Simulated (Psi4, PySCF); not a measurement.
Internal rotation in SMILES C=Cc1ccc(C=O)s1 (C7H6OS). Scanned: dihedral S9–C6–C7–O8; all other coordinates were relaxed at B3LYP-D3(BJ)/def2-SVP. Points at φ and −φ are mirror images. Heavy atoms are numbered in the order of the SMILES C=Cc1ccc(C=O)s1, hydrogens after them in the order of the atoms that carry them; the mirror image has the same energies with the sign of each dihedral reversed.

Levels: wB97X-D/def2-TZVP // B3LYP-D3(BJ)/def2-SVP (Psi4); PBE-D3(BJ)/def2-TZVP // B3LYP-D3(BJ)/def2-SVP (Psi4); RMP2/6-31G* = restricted MP2 (frozen core)/6-31G*, spherical d // B3LYP-D3(BJ)/def2-SVP (PySCF 2.14.0).

Energies in kcal/mol, each method relative to its own lowest point.

```
φ / °  wB97X-D/def2-TZVP  PBE-D3(BJ)/def2-TZVP  RMP2/6-31G*
-----  -----------------  --------------------  -----------
-165                 1.0                   1.0          1.5
-135                 4.5                   4.9          5.0
-105                 8.9                  10.4          9.6
-75                  8.8                  10.4          9.5
-45                  4.1                   4.6          4.4
-15                  0.0                   0.0          0.0
15                   0.0                   0.0          0.0
45                   4.1                   4.6          4.4
75                   8.8                  10.4          9.5
105                  8.9                  10.4          9.6
135                  4.5                   4.9          5.0
165                  1.0                   1.0          1.5
```
